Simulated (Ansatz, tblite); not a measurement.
Spin states of (OH)3Hf-NH-SiH3 (HfSiNO₃H₇), each relaxed with PBE0-D4/def2-SVP in Ansatz. Electronic energies in the gas phase.

In the def2 sets Hf takes a core potential; there is no spin–orbit coupling. The xTB rows come from tblite. Correlated methods freeze 9 core orbitals; core or outer-core shells of Hf are correlated, in sets that lack core-valence functions. The rows differ in basis, and correlated rows in double-zeta sets carry the largest basis error.

Singlet geometry:

```xyz
13

Hf    0.708   -0.865    0.207
O    -0.680   -1.961    0.977
O     2.341   -0.897    1.235
O     1.013   -1.396   -1.623
N     0.087    1.105    0.247
Si   -1.398    1.751   -0.371
H    -1.402   -2.522    1.248
H     3.129   -1.174    1.697
H     1.111   -1.612   -2.547
H     0.708    1.800    0.663
H    -2.273    2.364    0.683
H    -2.146    0.609   -0.988
H    -1.198    2.798   -1.427
```

Triplet geometry:

```xyz
13

Hf   -0.519    0.605    1.112
O     0.253    1.187    2.783
O    -2.400    0.149    1.326
O     0.638    1.355   -0.373
N    -0.462   -0.758   -0.795
Si    1.074   -1.241   -1.552
H     0.742    1.353    3.585
H    -3.281    0.218    1.687
H     0.783    2.059   -1.007
H    -1.252   -0.664   -1.448
H     0.867   -2.644   -2.039
H     2.159   -1.222   -0.540
H     1.397   -0.395   -2.738
```

Only these spin states were relaxed. The triplet has other bonds than the singlet, so the gap mixes isomer and spin.

Second-order perturbation terms are unreliable where d shells bring near-degenerate states, and here MP2/def2-SVP, MP2/def2-TZVP lie more than 0.4 eV from the median of the functionals without such a term.

Question: Estimate which spin state lies lowest at each of these levels, and by how much: GFN2-xTB; HF/def2-SVP; HF/def2-TZVP; PBE-D4/def2-TZVP; revPBE-D4/def2-TZVP; r2SCAN-D4/def2-TZVP; B97M-V/def2-TZVP; PBE0-D4/def2-TZVP; MP2/def2-SVP; MP2/def2-TZVP; CCSD/def2-SVP; CCSD(T)/def2-SVP.

Answer: 
| level | triplet − singlet (kcal/mol) | lowest of these |
| --- | --- | --- |
| GFN2-xTB | 92.7 | singlet |
| HF/def2-SVP | 78.4 | singlet |
| HF/def2-TZVP | 80.3 | singlet |
| PBE-D4/def2-TZVP | 89.9 | singlet |
| revPBE-D4/def2-TZVP | 88.3 | singlet |
| r2SCAN-D4/def2-TZVP | 89.2 | singlet |
| B97M-V/def2-TZVP | 92.6 | singlet |
| PBE0-D4/def2-TZVP | 93.1 | singlet |
| MP2/def2-SVP | 102.9 | singlet |
| MP2/def2-TZVP | 107.0 | singlet |
| CCSD/def2-SVP | 94.3 | singlet |
| CCSD(T)/def2-SVP | 94.9 | singlet |

Change of the triplet − singlet gap on mixing in exact exchange, in kcal/mol: PBE to PBE0 (25 % exact exchange) 3.3. The xTB methods have no spin-polarisation term.

```tsv
state	donor atoms	mean metal–ligand distance (Å)	range (Å)	Mulliken spin on the metal (PBE0)
singlet	4	1.964	1.93–2.07	0
triplet	4	2.062	1.93–2.35	1.03
```

⟨S²⟩ at PBE0-D4/def2-TZVP: singlet 0.00 (pure 0.00), triplet 2.01 (pure 2.00).
